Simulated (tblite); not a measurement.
Species: C5H14OSi2.
Bonds: Si1–C2, C2–Si3, Si3–C4, C4–C5, C5–O6, O6–C7, C7–C8, Si3–C8. Hydrogens: H9, H10, H11 on Si1; H12, H13 on C2; H14 on Si3; H15, H16 on C4; H17, H18 on C5; H19, H20 on C7; H21, H22 on C8.

Computed geometry: GFN2-xTB, gas phase.

What internal coordinates does the optimisation give?

```
                    bond  length (Å)
                  Si1–C2       1.895
                  C2–Si3       1.896
          Si3–C4, Si3–C8       1.903
            C4–C5, C7–C8       1.529
            C5–O6, O6–C7       1.408
Si1–H9, Si1–H10, Si1–H11       1.464
          C2–H12, C2–H13       1.089
                 Si3–H14       1.478
          C4–H15, C8–H21       1.091
          C4–H16, C8–H22       1.089
          C5–H17, C7–H20       1.102
          C5–H18, C7–H19       1.094
```

Bonds in one row agree within 0.01 Å and their mean is given. A selection of angles:
```
     angle  degrees
 C2–Si1–H9    109.5
H9–Si1–H10    109.5
Si1–C2–Si3    115.0
Si1–C2–H12    108.7
Si3–C2–H12    108.3
Si3–C2–H13    109.5
H12–C2–H13    106.1
 C2–Si3–C4    112.1
 C2–Si3–C8    112.6
C2–Si3–H14    111.2
 C4–Si3–C8    102.5
C4–Si3–H14    108.8
 Si3–C4–C5    108.7
Si3–C4–H15    110.8
Si3–C4–H16    112.8
 C5–C4–H15    108.4
 C5–C4–H16    108.8
H15–C4–H16    107.2
  C4–C5–O6    113.7
 C4–C5–H17    109.4
 C4–C5–H18    110.7
 O6–C5–H17    109.7
 O6–C5–H18    104.8
H17–C5–H18    108.3
  C5–O6–C7    114.8
```

Dihedral angles: Si1–C2–Si3–C4 178° (antiperiplanar); C2–Si3–C4–C5 162° (antiperiplanar); Si3–C4–C5–O6 -57° (synclinal); C4–C5–O6–C7 73° (synclinal); C5–O6–C7–C8 -73° (synclinal); O6–C7–C8–Si3 56° (synclinal); C2–Si3–C8–C7 -162° (antiperiplanar). The mirror-image conformer, all signs reversed, is as good.

The 6-membered ring Si3–C4–C5–O6–C7–C8 has internal angles of 102.5° to 114.8°; it is puckered, 0.24 Å rms from its mean plane, widest ring torsion 73°. Of the pairs four or more bonds apart, H17···H20 is among the closest relative to their van der Waals radii: 2.28 Å, 95 % of the sum of Bondi's values. Si3 (SiH silicon) is distorted tetrahedral (angles from 102.5° to 112.6°). Si1 (SiH3 silicon) is tetrahedral (angles from 109.1° to 110.2°).

Point group: C1 (no symmetry element, even within 0.4 Å). Its GFN2-xTB frequencies are all real (lowest 33 cm⁻¹). The numbers are those of one conformer. 3 starts were optimised and ended at 0.00, 0.91 and 2.74 kcal/mol (GFN2-xTB); the lowest of these is shown.
